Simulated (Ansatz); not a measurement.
K₂H₃⁻. The state is a triplet with charge -1. Geometry PBE0-D4/def2-TZVP, that of the neutral doublet; atoms count from 1.

```xyz
5

K     0.3568    2.3290    2.1412
K     1.6218   -0.8315    0.2745
H    -0.2720    0.7258    0.4158
H    -0.8752   -0.8119   -1.1859
H    -0.8315   -1.4113   -1.6456
```

The highest occupied level of the charge -1 triplet lies above zero (up to 0.30 eV). By energy differences its removal costs 0.61 eV (vertical, to the charge 0 doublet, at PBE0-D4/def2-TZVPD); a positive level beside a positive removal energy at the same level points to self-interaction error. The structure comes from a short search, and lower isomers may exist.

Q: Estimate the Mulliken populations from the PBE0/def2-TZVPD orbitals of Ansatz.

A: 
| atom | charge (e) | spin (α − β) |
| --- | --- | --- |
| K1 | -0.23 | 0.95 |
| K2 | -0.14 | 0.98 |
| H3 | -0.54 | 0.06 |
| H4 | -0.14 | 0.00 |
| H5 | 0.05 | 0.01 |
Mulliken values and Mayer orders depend strongly on the basis. With diffuse functions, as here, like atoms can get unlike values, and bond orders can come out too low or too high.

Q: Where does the spin sit?

A: Summed by element: K 1.93, H 0.07, of 2 unpaired in all. Largest on single atoms: K2 0.98, K1 0.95, H3 0.06.

Q: And the Mayer bond orders between bonded heavy atoms (over 0.3)?

A: K1–K2 0.99 (3.88 Å).
